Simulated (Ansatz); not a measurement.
Isolated molecules relaxed with PBE0-D4/def2-TZVP in Ansatz; ΔE leaves out vibrations. CBS: MP2 limit from def2 TZ/QZ plus the TZ coupled-cluster correction, frozen cores. DFT in def2-TZVPP. B3LYP here is the variant with VWN-RPA as its local correlation; programs differ in this. For Ge outer-core shells are correlated without core-valence functions, which leaves a few kJ/mol of doubt a bond. Scalar relativity is left out up to krypton. One conformer a species, not always the lowest.

Consider the germylene formation by 1,1-elimination: `C[CH2][GeH]([F])[Cl]` → `CCCl` + `[F][GeH]`.

Question: Is it downhill or uphill in electronic energy at CCSD(T)/CBS, and by how much? (Estimate.)

Answer: Ansatz gave: Uphill: ΔE = +2.60 eV.

Question: What do these levels give: PBE-D4, r2SCAN-D4, B2PLYP, PBE, r2SCAN, PBE0, B3LYP, CCSD/def2-TZVPP, CCSD(T)/def2-TZVPP, HF/def2-QZVPP, HF/CBS(def2), CCSD/CBS(def2)? (An estimate is asked.)

Answer: Ansatz gave: PBE-D4 2.43, r2SCAN-D4 2.70, B2PLYP 2.46, PBE 2.33, r2SCAN 2.67, PBE0 2.54, B3LYP 2.21, CCSD/def2-TZVPP 2.66, CCSD(T)/def2-TZVPP 2.69, HF/def2-QZVPP 2.42, HF/CBS(def2) 2.42, CCSD/CBS(def2) 2.57 eV.

Largest T1 diagnostic among the species: 0.014.

In def2-TZVPP, CCSD(T) changes the Hartree–Fock value by +0.24 eV (the triples alone add +0.03 eV) and MP2 by +0.43 eV. From PBE to PBE0 (25 % exact exchange), in def2-TZVPP and without D4, ΔE moves by +0.21 eV. The D4 term adds +0.16 eV with B3LYP and +0.09 eV with PBE0; it sums over pairs of atoms, weighted by their polarisabilities, and B3LYP, whose exchange is more repulsive, gets the larger term.
